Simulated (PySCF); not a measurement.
Compound: C5H9ClO.
Atom-mapped SMILES: `[CH3:1][CH2:2][CH2:3][CH2:4][C:5](=[O:6])[Cl:7]` (hydrogens: H8, H9, H10 on C1; H11, H12 on C2; H13, H14 on C3; H15, H16 on C4)

The same species was optimised twice, with GFN2-xTB and with PBE0-D3(BJ)/def2-SVP (PySCF), and the same property calculations (PySCF, gas phase) were run on both structures.

| coordinate | GFN2-xTB | PBE0-D3(BJ)/def2-SVP | change |
| --- | --- | --- | --- |
| C5–Cl7 (Å) | 1.781 | 1.798 | +0.017 |
| C3–C4 (Å) | 1.529 | 1.518 | -0.011 |
| C4–C5 (Å) | 1.490 | 1.499 | +0.009 |
| C2–C3 (Å) | 1.527 | 1.523 | -0.004 |
| C1–C2 (Å) | 1.524 | 1.520 | -0.004 |
| C5=O6 (Å) | 1.182 | 1.182 | 0.000 |
| C3–C4–C5 (°) | 111.7 | 113.5 | +1.8 |
| C1–C2–C3 (°) | 111.4 | 113.1 | +1.7 |
| C4–C5–O6 (°) | 129.1 | 127.7 | -1.4 |
| O6–C5–Cl7 (°) | 119.5 | 120.6 | +1.1 |
| C2–C3–C4 (°) | 111.7 | 112.6 | +0.9 |
| C4–C5–Cl7 (°) | 111.4 | 111.7 | +0.3 |
| C1–C2–C3–C4 (°) | 180 | 179 | -1 |
| C2–C3–C4–C5 (°) | 180 | 180 | 0 |
| C3–C4–C5–O6 (°) | 0 | -1 | -1 |

Rotational constants: A = 6633, B = 786.3, C = 715.4 MHz (GFN2-xTB) against A = 6552, B = 776.2, C = 706.1 MHz (PBE0-D3(BJ)/def2-SVP). Point groups within 0.08 Å: Cs and Cs.

On the GFN2-xTB structure: HOMO (eV) -8.53 [PBE0/pcSseg-1]; LUMO (eV) -0.93 [PBE0/pcSseg-1]; dipole (D) 3.13 [PBE0/pcSseg-1]; GIAO shielding of C1 (ppm) 170.1 [PBE0/pcSseg-1]; GIAO shielding of C2 (ppm) 160.4 [PBE0/pcSseg-1]; GIAO shielding of C3 (ppm) 155.1 [PBE0/pcSseg-1]; GIAO shielding of C4 (ppm) 135.8 [PBE0/pcSseg-1]; GIAO shielding of C5 (ppm) 2.8 [PBE0/pcSseg-1]; GIAO shielding of O6 (ppm) -254.7 [PBE0/pcSseg-1]; GIAO shielding of Cl7 (ppm) 483.0 [PBE0/pcSseg-1].

Q: What do these properties become on the PBE0-D3(BJ)/def2-SVP structure?

A: 
```csv
property,level,on GFN2-xTB,on PBE0-D3(BJ)/def2-SVP,change
HOMO (eV),PBE0/pcSseg-1,-8.53,-8.57,-0.04
LUMO (eV),PBE0/pcSseg-1,-0.93,-0.94,-0.01
dipole (D),PBE0/pcSseg-1,3.13,3.12,-0.01
"energy, GFN2-xTB geometry as zero (kcal/mol)",PBE0/pcSseg-1,0.0,-0.7,-0.7
GIAO shielding of C1 (ppm),PBE0/pcSseg-1,170.1,168.3,-1.8
GIAO shielding of C2 (ppm),PBE0/pcSseg-1,160.4,159.3,-1.1
GIAO shielding of C3 (ppm),PBE0/pcSseg-1,155.1,155.2,+0.1
GIAO shielding of C4 (ppm),PBE0/pcSseg-1,135.8,133.9,-1.9
GIAO shielding of C5 (ppm),PBE0/pcSseg-1,2.8,1.9,-0.9
GIAO shielding of O6 (ppm),PBE0/pcSseg-1,-254.7,-252.7,+2.0
GIAO shielding of Cl7 (ppm),PBE0/pcSseg-1,483.0,480.1,-2.9
```

The heavy atoms differ by 0.024 Å rms after alignment. Among bonds between heavy atoms C5–Cl7 changes most (+0.017 Å). Changes are differences of the printed values. Neither structure is proved a minimum here.

Shape of the structure used: `[CH3:1][CH2:2][CH2:3][CH2:4][C:5](=[O:6])[Cl:7]`: C1–C2–C3–C4 179°, C2–C3–C4–C5 180°, C3–C4–C5–O6 -1°.
